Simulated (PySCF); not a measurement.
C3H10Si, charge -1, doublet, at the geometry of the source list (a state made from the parent by changing its charge; the spin is typed, not shown lowest) (in this run its highest filled SCF level lies above zero, so its values depend strongly on the basis, on diffuse functions most of all), with bond 5-1 at 2.0 times its length. Base run: SVWN5/6-31G* (PySCF).

Geometry (Å):
```xyz
14

Si     0.0609     0.2249     0.4656
C     -0.9320     1.3842    -0.6716
C      1.7696    -0.1108    -0.3030
C     -0.8769    -1.4182     0.6749
H      0.4063     1.4995     3.1042
H     -1.0803     0.9481    -1.6558
H     -1.9132     1.5971    -0.2581
H     -0.4227     2.3334    -0.8088
H      2.3623    -0.7689     0.3253
H      1.6836    -0.5813    -1.2787
H      2.3313     0.8094    -0.4331
H     -1.0238    -1.9188    -0.2783
H     -1.8570    -1.2597     1.1146
H     -0.3355    -2.1017     1.3222
```
Charge -1, spin multiplicity 2.
Orbitals are unrestricted.
All else is at PySCF's defaults.
Base energy -407.35209 Eh.

Variants of this job, named by their change:

```tsv
change	ΔE vs base (µEh)	SCF cycles	<S^2>	outcome
base	0.0	10	0.752	converged
conv_tol = 1e-11	0.0	11	0.752	converged
diis_space = 12	0.0	10	0.752	converged
conv_tol_grad = 1e-7	0.0	14	0.752	converged
damp = 0.5; diis_start_cycle = 5	0.0	13	0.752	converged
diis_space = 2	0.0	49	0.752	converged
level_shift = 0.1 (with mf.max_cycle = 100)	0.0	12	0.752	converged
solver = newton; init_guess = 1e	0.0	-	0.752	converged
init_guess = sap	0.0	14	0.752	converged
diis = off; damp = 0.3 (with mf.diis_start_cycle = 200; with mf.max_cycle = 150)	-	150	-	not converged
diis = off; damp = 0.6 (with mf.diis_start_cycle = 200; with mf.max_cycle = 150)	0.0	20	0.752	converged
level_shift = 1.0 (with mf.max_cycle = 100)	0.0	97	0.752	converged
init_guess = 1e	0.0	16	0.752	converged
```

Open shells are given as the SCF converged; they aren't shown to be the lowest states, and a large step between rows can be another state.
